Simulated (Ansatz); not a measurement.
Consider the ligand exchange at a B–C bond: `CB(C)[SeH]` + CH₃OH → `COB(C)[SeH]` + CH₄.

Isolated molecules relaxed with PBE0-D4/def2-TZVP in Ansatz; ΔE leaves out vibrations. CBS: MP2 limit from def2 TZ/QZ plus the TZ coupled-cluster correction, frozen cores. This one scheme is used for every species. Functionals use def2-TZVPP. For Se outer-core shells are correlated without core-valence functions, which leaves a few kJ/mol of doubt a bond. Scalar relativity is left out up to krypton. One conformer a species, not always the lowest.

```tsv
species	r2SCAN energy (Eh)
`CB(C)[SeH]`	-2506.82861
CH₃OH	-115.70575
`COB(C)[SeH]`	-2582.08462
CH₄	-40.50087
```

Question: Work out ΔE.

Answer: ΔE = (-2582.08462) + (-40.50087) − (-2506.82861) − (-115.70575) = -0.05113 Eh = -1.39 eV. CCSD(T)/CBS gives -1.37 eV.

Largest T1 diagnostic among the species: 0.011.

The D4 term adds −0.03 eV with B3LYP and −0.02 eV with PBE0; it sums over pairs of atoms, weighted by their polarisabilities, and B3LYP, whose exchange is more repulsive, gets the larger term.

B3LYP here is the variant with VWN-RPA as its local correlation; programs differ in this.
